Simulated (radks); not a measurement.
Q: All-electron atom: Gd+ in [Xe] 4f7 5d1 6s1. Calculated with a radial shooting solver on a logarithmic mesh with Libxc functionals: non-relativistic Kohn-Sham, LB94 model potential, spin-polarised, spherical densities, point nucleus; open shells are filled with parallel spins first (spin-orbit coupling, left out, can overturn this in heavy ions); relativity is left out, which matters for an element this heavy. Some entries of the table are withheld. Estimate them.

orbital,occ.,eigenvalue (hartree),<1/r> (bohr^-1)
1s up,1,-1736.426,63.50
1s down,1,-1736.425,63.50
2s down,1,-277.3739,14.76
2s up,1,-277.3711,14.76
2p down,3,-264.1329,14.80
2p up,3,-264.1312,14.80
3s up,1,-61.81442,5.561
3s down,1,-61.81398,5.564
3p down,3,-55.85690,5.510
3p up,3,-55.85653,5.507
3d down,5,-44.71992,5.415
3d up,5,-44.71712,5.413
4s up,1,-12.57351,2.363
4s down,1,-12.40156,2.360
4p up,3,-10.25311,2.273
4p down,3,-10.08266,2.270
4d up,5,-6.11189,2.074
4d down,5,-5.94476,2.073
5s up,1,-2.08536,0.9400
5s down,1,-1.96648,0.9204
5p up,3,-1.43977,0.8333
5p down,3,-1.34491,0.8038
4f up,7,-1.05231,1.604
4f down,0,-0.90106,1.593
5d up,1,-0.53189,0.5667
5d down,0,-0.51303,0.5134
6s down,0,(1),0.3464
6s up,1,(2),0.3491
6p down,0,(3),(4)
6p up,0,(5),(6)
7s down,0,-0.21742,0.1796
7s up,0,-0.20467,0.1747

A: 
(1) 6s down eigenvalue (hartree): -0.49917
(2) 6s up eigenvalue (hartree): -0.46776
(3) 6p down eigenvalue (hartree): -0.37226
(4) 6p down <1/r> (bohr^-1): 0.2913
(5) 6p up eigenvalue (hartree): -0.34285
(6) 6p up <1/r> (bohr^-1): 0.2853
